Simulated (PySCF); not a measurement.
# EuH₃⁻, octet: molecular constants

Level of theory: PySCF, UB3LYP, basis Eu def2-SVP with ECP28, H def2-SVP (scalar-relativistic core potentials, no spin–orbit coupling, density fitting).

The structure is a minimum.

Coordinates in bohr (charge -1 multiplicity 8):
```
Eu    0.0000    0.0000    0.0000
H     0.0039    0.0000    4.3680
H     3.7808    0.0000   -2.1874
H    -3.7847    0.0000   -2.1806
```

```json
{"Point group": "D3h", "Bond lengths": "Eu–H 2.311 Å (×3)", "Bond angles": "H–Eu–H 120.0° (×3)", "Lowest empty level (α)": "2.98 eV", "Zero-point energy": "23.8 kJ/mol", "Dipole moment about the centre of mass": "0.00 D", "Rotational constants": "2.087, 2.087, 1.044 cm⁻¹", "Principal quadrupole moments (Buckingham, traceless) about the centre of mass": "-14.02, -14.02, 28.03 D Å", "Spin squared ⟨S²⟩": "15.758", "Principal polarisabilities": "62.3, 73.7, 73.7 bohr³", "Heat capacity Cp at 298.15 K": "58.1 J/(mol K)", "Highest occupied level (α)": "-0.30 eV", "Enthalpy at 298.15 K above 0 K": "13.24 kJ/mol", "Rotational symmetry number": "6", "Entropy at 298.15 K and 1 bar (electronic part: spin only)": "269.1 J/(mol K)"}
```

Harmonic modes (masses in u: Eu 152.921, H 1.008):
```csv
symmetry,ω (cm⁻¹),"IR (km/mol, summed over degenerate members)",μ (u),type
a2'',233,1150,1.03,bend
e',389,787,1.02,bend
e',963,2040,1.02,stretch
a1',1044,0.0,1.01,stretch
```

In D3h the vibrations span a2'' + 2e' + a1'. The a1' mode carries no infrared intensity, as symmetry demands.

Charges (e):
```
  atom  Mulliken  Löwdin  polar tensor  spin (Mulliken)  Mayer order to Eu1
   Eu1      0.27    0.00          1.01             7.09                   –
H2,3,4     -0.42   -0.33         -0.67            -0.03                0.80
```

Mulliken populations on Eu1 (electrons outside its core potential): s 4.72, p 12.62, d 10.40, f 6.99.

Outer orbital energies (eV). α occupied: -1.13, -0.57, -0.50, -0.50, -0.48, -0.48, -0.42, -0.30; empty: 2.98, 3.23, 3.85, 3.85. β occupied: -17.80, -17.37, -17.37, -1.91, -1.01, -1.01; empty: 3.04, 3.34, 3.94, 3.94.

Formally Eu is in oxidation state +2, with 7 electrons left for the f, d and s shells; the Mulliken f population is 6.99 and the spin on Eu 7.09.

Only a few start shapes were tried, so a lower isomer may exist. Other spin states or occupations of the open shell can lie lower. The pruned grid is coarse for the open f shell: energies are uncertain by about 2 kJ/mol and soft modes are noisy. The lowest empty level of this anion is unbound, so it and the gap depend on the basis. The basis has no diffuse functions, which an anion would want. No spin–orbit coupling is included, which matters more the heavier the element.

The final relaxation and frequency run took roughly 80 core-seconds on a shared host.
